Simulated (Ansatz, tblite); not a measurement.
Cost and result up the ladder for Ca2S2 (the lowest singlet isomer of a short search) (4 atoms). Total charge 0; singlet. Geometry: r2SCAN-D4/def2-TZVP.

Cartesian coordinates in Å:
```
Ca 0.3435 0.5677 1.5094
Ca -0.3341 -0.5725 -1.5098
S -0.7824 -1.5716 0.7691
S 0.7730 1.5764 -0.7688
```

Ansatz on 4 threads of Arm Neoverse V1 on a shared host; xTB runs through tblite on one thread. Times are rough, summed over both states, and most runs start from the orbitals of an earlier one. CCSD(T)/def2-TZVPP serves as the yardstick here, not as an exact answer. The other state is a quintet at its own geometry.

The xTB rows come from tblite. B3LYP takes the VWN-RPA correlation. Correlated methods freeze 20 core orbitals; core or outer-core shells of Ca are correlated, in sets that lack core-valence functions. HOMO above LUMO, or a gap near zero within one spin, warns that the state may not be the lowest or that an electron is smeared out. At PBE0-D4/def2-TZVP a singlet of charge 0 lies 4.78 eV below the quintet, each at its own geometry. The structure comes from a short search, and lower isomers may exist.

Run but left out: LDA (SPW92)/def2-TZVP (quintet: an occupied level 0.15 eV above an empty one).

Correlated methods converge slowly with the basis.

xTB has no spin-polarisation term.

```
                          level  functions  wall time
                       GFN1-xTB         36    0.008 s
                       GFN2-xTB         36    0.011 s
                   HF/def2-TZVP        146        4 s
                  MP2/def2-TZVP        146      4.5 s
              RPA@PBE/def2-TZVP        146      7.5 s
               PBE-D4/def2-TZVP        146      7.9 s
             BHLYP-D4/def2-TZVP        146      9.7 s
             B3LYP-D4/def2-TZVP        146      9.7 s
PBE0-D4/def2-TZVP (with forces)        146       10 s
            r2SCAN-D4/def2-TZVP        146       20 s
             CCSD(T)/def2-TZVPP        156       25 s
               B97M-V/def2-TZVP        146       40 s
```

Q: Estimate what each level gives for the quintet − singlet (eV).

A: 
```csv
level,quintet − singlet (eV),difference from CCSD(T)/def2-TZVPP (eV),remarks
GFN1-xTB,5.69,1.45,–
GFN2-xTB,3.67,-0.57,–
HF/def2-TZVP,2.25,-1.98,–
MP2/def2-TZVP,4.60,0.36,–
RPA@PBE/def2-TZVP,3.58,-0.65,–
PBE-D4/def2-TZVP,5.03,0.80,gap within one spin near zero (quintet)
BHLYP-D4/def2-TZVP,4.29,0.05,–
B3LYP-D4/def2-TZVP,4.67,0.44,–
PBE0-D4/def2-TZVP (with forces),4.78,0.55,–
r2SCAN-D4/def2-TZVP,5.00,0.76,–
CCSD(T)/def2-TZVPP,4.23,0.00,–
B97M-V/def2-TZVP,4.97,0.74,–
```
